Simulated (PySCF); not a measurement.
FeH3O3, neutral, multiplicity 6. Atoms are numbered in the order given.

```xyz
7

Fe     0.0000     0.0000     0.0000
O     -1.7964    -0.1095     0.0000
H     -2.3623     0.6777     0.0000
O      0.8034     1.6105     0.0000
H      1.7680     1.7070     0.0000
O      0.9930    -1.5010     0.0000
H      0.5943    -2.3846     0.0000
```
Charge 0, spin multiplicity 6.

Coordinates come from a TPSSh-D3(BJ)/def2-SVP optimisation. The multiplicity is an assumed one; other spin states were not compared. Other conformers were not sampled.

Level of theory: PBE/def2-TZVPD (PySCF).

Mulliken values depend strongly on the basis, most of all with diffuse functions as here. ESP charges are fitted to the potential on shells at 1.4 to 2.0 van der Waals radii. Atomic charges (e):

| atom | ESP fit | meta-Löwdin | Mulliken spin |
|---|---|---|---|
| Fe1 | 0.98 | … | 4.09 |
| O2 | -0.74 | … | 0.29 |
| H3 | 0.41 | … | 0.01 |
| O4 | -0.74 | … | 0.29 |
| H5 | 0.41 | … | 0.01 |
| O6 | -0.74 | … | 0.29 |
| H7 | 0.41 | … | 0.01 |

Fill in the missing entries. (An estimate is asked for; the answer gives what the named calculation found.)


- Fe1, meta-Löwdin: 1.50
- O2, meta-Löwdin: -0.84
- H3, meta-Löwdin: 0.34
- O4, meta-Löwdin: -0.84
- H5, meta-Löwdin: 0.34
- O6, meta-Löwdin: -0.84
- H7, meta-Löwdin: 0.34
